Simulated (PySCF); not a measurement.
# Polarisability as a sum over states

Species: C4H9Al.
Structure used (PBE0-D3(BJ)/def2-SVP), in Å, numbered top down from 1:
```xyz
14
C4H9Al angstrom
C      0.326   -0.905   -0.713
C     -1.030   -0.605   -0.050
C     -1.197    0.903    0.219
Al     0.650    1.394    0.694
C      1.487   -0.282    0.085
H      0.448   -1.995   -0.846
H      0.315   -0.478   -1.733
H     -1.850   -1.014   -0.665
H     -1.075   -1.152    0.911
H     -1.998    1.123    0.943
H     -1.482    1.427   -0.714
H      1.263    2.708    1.352
H      2.421   -0.218   -0.494
H      1.721   -0.908    0.969
```

Level of theory: TDDFT wB97X-D/def2-SVPD, vertical, gas phase, core orbitals frozen in the response (PySCF).

Computed singlets:

| state | E (eV) | f |
| --- | --- | --- |
| S1 | 4.78 | 0.0000 |
| S2 | 5.43 | 0.0008 |
| S3 | 6.47 | 0.028 |
| S4 | 7.16 | 0.089 |
| S5 | 7.35 | 0.0041 |
| S6 | 7.37 | 0.0038 |
| S7 | 7.55 | 0.024 |
| S8 | 7.66 | 0.012 |
| S9 | 7.70 | 0.0031 |
| S10 | 7.99 | 0.126 |

Task: How much of the mean static polarisability do these states give, one by one?

Result: Each state adds f / ΔE² (ΔE in hartree, 27.2114 eV).

```
state  f/ΔE² (au)  running sum (au)  running share of α (%)
   S1        0.00              0.00                     0.0
   S2        0.02              0.02                     0.0
   S3        0.50              0.52                     0.7
   S4        1.29              1.81                     2.5
   S5        0.06              1.87                     2.5
   S6        0.05              1.92                     2.6
   S7        0.31              2.23                     3.0
   S8        0.15              2.38                     3.2
   S9        0.04              2.41                     3.3
  S10        1.46              3.88                     5.3
```

The full response gives 73.28 au (10.86 Å³), so 69.4 au comes from the higher roots of the same equations.

Task: By how much does the contribution of these states grow at 589.3 nm?

Result: With ω = 0.0773 hartree each state's term in the mean polarisability goes from f / ΔE² to f / (ΔE² − ω²); the sum over all 10 states goes from 3.88 to 4.22 au, a rise of 0.34 au.

The largest single term belongs to S10, which also has the largest f.

A one-level model with all 28 active electrons at a single energy would need ΔE = √(N/α) = 16.8 eV to give this α, against S1 at 4.78 eV.

Time: 42 s of wall time. Hardware: an x86-64 server with one thread, no GPU, on a shared host.

One conformer stands for the species.
